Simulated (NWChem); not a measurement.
System: CoHSCl, quartet; SMILES [SH][Co][Cl]

Input file for NWChem:

```
start job
memory heap 200 mb stack 900 mb global 1100 mb
geometry units angstroms noautoz
  Co    -0.014660    -0.043978    -0.000207
  Cl    -0.023829    -2.165142    -0.000457
  S     -0.063149     2.147771    -0.000151
  H     -1.417245     2.166776     0.010480
end
basis spherical
  * library def2-svp
end
dft
  odft
  mult 4
  xc pbe0
  iterations 150
  mulliken
end
task dft energy
```

NWChem printed, in part:

```
             Northwest Computational Chemistry Package (NWChem) 7.3.0
             --------------------------------------------------------

 CS  symmetry detected

                             Geometry "geometry" -> ""
                             -------------------------

 Output coordinates in angstroms (scale by  1.889725989 to convert to a.u.)

  No.       Tag          Charge          X              Y              Z
 ---- ---------------- ---------- -------------- -------------- --------------
    1 Co                  27.0000     0.03788508    -0.02069722     0.00000000
    2 Cl                  17.0000    -0.01107705    -2.14131587     0.00000000
    3 S                   16.0000     0.03052680     2.17157571     0.00000000
    4 H                    1.0000    -1.32301597     2.21598346     0.00000000

 Effective nuclear repulsion energy (a.u.)     265.8427346073

      Symmetry information
      --------------------

 Group name             Cs
 Group number              2
 Group order               2
 No. of unique centers     4

                                 NWChem DFT Module
                                 -----------------

 Summary of "ao basis" -> "ao basis" (spherical)
 ------------------------------------------------------------------------------
       Tag                 Description            Shells   Functions and Types
 ---------------- ------------------------------  ------  ---------------------
 Co                         def2-svp                11       31   5s3p2d1f
 Cl                         def2-svp                 8       18   4s3p1d
 S                          def2-svp                 8       18   4s3p1d
 H                          def2-svp                 3        5   2s1p

      Symmetry analysis of basis
      --------------------------

        a'         51
        a"         21

            General Information
            -------------------
          SCF calculation type: DFT
          Wavefunction type:  spin polarized.
          No. of atoms     :     4
          No. of electrons :    61
           Alpha electrons :    32
            Beta electrons :    29
          Charge           :     0
          Spin multiplicity:     4
          Use of symmetry is: on ; symmetry adaption is: on
          Maximum number of iterations: 150
          AO basis - number of functions:    72
                     number of shells:    30
          Convergence on energy requested:  1.00D-06
          Convergence on density requested:  1.00D-05
          Convergence on gradient requested:  5.00D-04

              XC Information
              --------------
                         PBE0 Method XC Functional
                     Hartree-Fock (Exact) Exchange  0.250
          PerdewBurkeErnzerhof Exchange Functional  0.750
            Perdew 1991 LDA Correlation Functional  1.000 local
           PerdewBurkeErnz. Correlation Functional  1.000 non-local

             Grid Information
             ----------------
          Grid used for XC integration:  medium
          Radial quadrature: Mura-Knowles
          Angular quadrature: Lebedev.
          Tag              B.-S. Rad. Rad. Pts. Rad. Cut. Ang. Pts.
          ---              ---------- --------- --------- ---------
          Co                  1.35      112           9.0       590
          Cl                  1.00       88          11.0       590
          S                   1.00       88          10.0       590
          H                   0.35       45          11.0       434
          Grid pruning is: on
          Number of quadrature shells:   333
          Spatial weights used:  Erf1

      Superposition of Atomic Density Guess
      -------------------------------------

 Sum of atomic energies:       -2238.28840771

      Non-variational initial energy
      ------------------------------

 Total energy =   -2237.855935
 1-e energy   =   -3628.831252
 2-e energy   =    1125.132582
 HOMO         =      -0.353404
 LUMO         =      -0.298991

   Symmetry analysis of molecular orbitals - initial alpha
   -------------------------------------------------------

  Numbering of irreducible representations:

     1 a'          2 a"

  Orbital symmetries:

     1 a'          2 a'          3 a'          4 a'          5 a'
     6 a'          7 a"          8 a'          9 a'         10 a'
    11 a'         12 a"         13 a'         14 a'         15 a"
    16 a'         17 a'         18 a'         19 a"         20 a'
    21 a'         22 a'         23 a'         24 a"         25 a'
    26 a'         27 a"         28 a'         29 a"         30 a'
    31 a'         32 a"         33 a'         34 a'         35 a'
    36 a"         37 a'         38 a'         39 a'         40 a'
    41 a'         42 a'

   Symmetry analysis of molecular orbitals - initial beta
   ------------------------------------------------------

  Numbering of irreducible representations:

     1 a'          2 a"

  Orbital symmetries:

     1 a'          2 a'          3 a'          4 a'          5 a'
     6 a'          7 a"          8 a'          9 a'         10 a'
    11 a'         12 a"         13 a'         14 a'         15 a"
    16 a'         17 a'         18 a'         19 a"         20 a'
    21 a'         22 a'         23 a'         24 a"         25 a'
    26 a'         27 a"         28 a'         29 a"         30 a'
    31 a'         32 a"         33 a'         34 a'         35 a'
    36 a"         37 a'         38 a'         39 a'         40 a'
    41 a'         42 a'

     ---------------------------------------------
      Total Density - Mulliken Population Analysis
     ---------------------------------------------

[...]
```

Level: PBE0/def2-SVP, spin-unrestricted. All runs use the structure optimised with PBE0/def2-SVP, spin-unrestricted. This spin state was assumed; another may lie lower. No stability test was run on the SCF state.
